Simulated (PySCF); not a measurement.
C3H7NOSi.
Geometry (PBE0-D3(BJ)/def2-SVP, Å), atoms numbered from 1 in this order:
```xyz
13
C3H7NOSi angstrom
C      2.0997    0.5109    0.7448
C      1.1376   -0.4208    0.7096
Si     0.0348   -0.7240   -0.7735
C     -1.7154    0.0568   -0.5129
N     -1.8558    0.9318    0.5142
O     -2.6161   -0.2298   -1.2782
H      2.3315    1.1334   -0.1275
H      2.7079    0.6900    1.6390
H      0.9647   -1.0140    1.6186
H      0.6326   -0.0750   -1.9780
H     -0.1721   -2.1796   -1.0132
H     -1.0798    1.1596    1.1211
H     -2.7526    1.3841    0.6588
```

Theory: core-valence-separated Tamm–Dancoff BHandHLYP/aug-pcX-1 (pcseg-1 on H, def2-SVPD on Si) in PySCF, non-relativistic, gas phase, PBE0-D3(BJ)/def2-SVP geometry. Absolute energies from this functional tend to lie a few eV below measured edges; no shift was applied.

Question: What does the N 1s absorption edge look like?

Answer: 
```tsv
E (eV)	f	core hole on	main final orbital
399.47	0.0247	N5	LUMO+3 (41 %)
400.21	0.0119	N5	LUMO+1 (55 %)
400.99	0.0256	N5	LUMO (35 %)
401.46	0.0113	N5	LUMO (55 %)
402.35	0.0048	N5	spread
402.57	0.0035	N5	LUMO+5 (36 %)
402.82	0.0002	N5	LUMO+6 (31 %)
```

The first line with a tenth or more of the strongest one's intensity is at 399.47 eV (f = 0.025), with the hole on N5 (nitrogen bound to a carbonyl carbon). The strongest listed is at 400.99 eV (f = 0.026; N5).

Question: List the carbon K-edge absorption lines.

Answer: 
```tsv
E (eV)	f	core hole on	main final orbital	polarisation
282.11	0.0515	C2	LUMO (83 %)	normal to the local trigonal plane
282.21	0.0664	C1	LUMO (80 %)	normal to the local trigonal plane
284.26	0.0778	C4	LUMO+3 (45 %)	normal to the local trigonal plane
285.68	0.0135	C2	LUMO+1 (50 %)	in the local trigonal plane
286.10	0.0086	C1	LUMO+1 (59 %)	in the local trigonal plane
286.38	0.0042	C2	LUMO+2 (48 %)	in the local trigonal plane
286.64	0.0046	C2	spread	mixed
286.68	0.0414	C1	spread	in the local trigonal plane
286.85	0.0052	C2	LUMO+4 (31 %)	mixed
287.10	0.0071	C2	spread	mixed
287.31	0.0035	C2	spread	mixed
287.32	0.0030	C1	spread	mixed
287.43	0.0035	C2	LUMO+5 (66 %)	mixed
287.49	0.0029	C1	LUMO+4 (35 %)	mixed
287.66	0.0026	C1	LUMO+3 (41 %)	mixed
```

The first line with a tenth or more of the strongest one's intensity is at 282.11 eV (f = 0.052), with the hole on C2 (alkene CH carbon), polarised normal to the local trigonal plane: a 1s→π* resonance. The strongest listed is at 284.26 eV (f = 0.078; C4, 1s→π*).

Question: List the oxygen K-edge absorption lines.

Answer: 
| E (eV) | f | core hole on | main final orbital | polarisation |
| --- | --- | --- | --- | --- |
| 529.19 | 0.0415 | O6 | LUMO+3 (45 %) | normal to the local trigonal plane |
| 532.70 | 0.0060 | O6 | LUMO (49 %) | in the local trigonal plane |
| 532.99 | 0.0009 | O6 | LUMO (44 %) | – |
| 533.40 | 0.0021 | O6 | LUMO+7 (63 %) | in the local trigonal plane |
| 534.05 | 0.0006 | O6 | LUMO+4 (48 %) | – |
| 534.09 | 0.0006 | O6 | LUMO+2 (33 %) | – |
| 534.27 | 0.0016 | O6 | LUMO+5 (60 %) | in the local trigonal plane |

The first line with a tenth or more of the strongest one's intensity is at 529.19 eV (f = 0.042), with the hole on O6 (carbonyl oxygen), polarised normal to the local trigonal plane: a 1s→π* resonance. It is also the strongest listed.

Roots within 0.03 eV whose holes lie on the same, on equivalent or on shared atoms are summed into one line, and the highest roots are left out, as the search may have cut off their partners. Final orbitals are the ground state's empty Kohn–Sham orbitals. A dash: too weak, shared between unlike atoms, or no plane or axis to refer to.

Question: What are the wavelength and the wavenumber of the 402.35 eV line?

Answer: λ = 12398.42 eV Å/402.35 eV = 30.815 Å; 3.2452 × 10⁶ cm⁻¹.

The ionisation thresholds weren't computed; near and above them a finite basis only mimics Rydberg series and continuum.

Cost: about 60 s of CPU time on one thread; the machine was shared, so the figure is rough.

One conformer stands for the species.
